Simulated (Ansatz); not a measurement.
System: CH7Si2, net charge 0, doublet state. It need not be the lowest isomer of its formula. 
Geometry from a B3LYP-D3(BJ)/def2-TZVP (Ansatz, an electronic-structure program) optimisation:
```xyz
10

Si     1.5005     0.6843     0.0023
C      0.3342    -0.7827    -0.1459
Si    -1.4819    -0.3238     0.0528
H      1.2158     1.6963    -1.0501
H      1.3829     1.3220     1.3410
H      0.5929    -1.5272     0.6120
H      0.4717    -1.2557    -1.1220
H     -1.8732     0.6544    -0.9887
H     -1.7074     0.2828     1.3855
H     -2.3485    -1.5228    -0.0743
```
Charge 0, spin multiplicity 2.

Quantity: vertical electron affinity (to the singlet state of charge -1; a negative value means that the extra electron is unbound and the number depends on the basis; each state is the SCF solution reached for its spin), in eV. Correlated levels leave the core frozen unless marked. Open shells are spin-unrestricted. No spin-orbit coupling. Non-relativistic. Anions need diffuse functions: aug- sets have them; def2-D sets add few. Basis-set limits of correlation are two-point, X^-3; Hartree-Fock from the larger set. The bracket is a focal-point correction in the basis named.

```json
[
 {"level": "HF/aug-cc-pV(D+d)Z", "program": "Ansatz", "vertical electron affinity (eV)": "-0.36", "minus last row": "-1.27"},
 {"level": "r2SCAN/def2-TZVPD", "program": "Ansatz", "vertical electron affinity (eV)": "0.68", "minus last row": "-0.23"},
 {"level": "PBE0/def2-TZVPD", "program": "Ansatz", "vertical electron affinity (eV)": "0.73", "minus last row": "-0.18"},
 {"level": "wB97X-V/def2-TZVPD", "program": "Ansatz", "vertical electron affinity (eV)": "0.74", "minus last row": "-0.17"},
 {"level": "B2PLYP/def2-TZVPD", "program": "Ansatz", "vertical electron affinity (eV)": "0.72", "minus last row": "-0.19"},
 {"level": "MP2/aug-cc-pV(T+d)Z", "program": "Ansatz", "vertical electron affinity (eV)": "0.76", "minus last row": "-0.15"},
 {"level": "RI-MP2/aug-cc-pV(Q+d)Z", "program": "Ansatz", "vertical electron affinity (eV)": "0.80", "minus last row": "-0.11"},
 {"level": "SCS-MP2/aug-cc-pV(D+d)Z", "program": "Ansatz", "vertical electron affinity (eV)": "0.64", "minus last row": "-0.27"},
 {"level": "CCSD/aug-cc-pV(T+d)Z", "program": "Ansatz", "vertical electron affinity (eV)": "0.74", "minus last row": "-0.17"},
 {"level": "RI-MP2/CBS(aug-cc-pV(T+d)Z,aug-cc-pV(Q+d)Z)+[CCSD(T)-MP2]/aug-cc-pV(T+d)Z", "program": "Ansatz", "vertical electron affinity (eV)": "0.91", "minus last row": "0.00"}
]
```
